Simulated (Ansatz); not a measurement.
Basis-set extrapolation for CH$_{6}$ClNSi, SMILES `CN[SiH2]Cl` (PBE0-D4/def2-TZVP geometry, frozen core, Ansatz). Multiplicity 1, RHF reference.

```tsv
	def2-TZVPP	def2-QZVPP
HF	-844.383459	-844.410469
MP2 correlation	-0.702407	-0.758280
CCSD(T) correlation	-0.781240	-0.834022
```

Energies in hartree. Use E(X) = E(∞) + A·exp(−7.88·√X) for Hartree–Fock and E(X) = E(∞) + B·X^(−2.97) for correlation, with X = 3 and 4.

Problem. What is the CCSD(T) energy at the basis-set limit?

Solution. HF limit: -844.410469 + (-0.027010) × 0.13774 = -844.41419. Correlation limit: -0.834022 + (-0.052782) × 0.74074 = -0.87312. Total: -845.28731 hartree, 321.9 kJ/mol below CCSD(T)/def2-TZVPP.
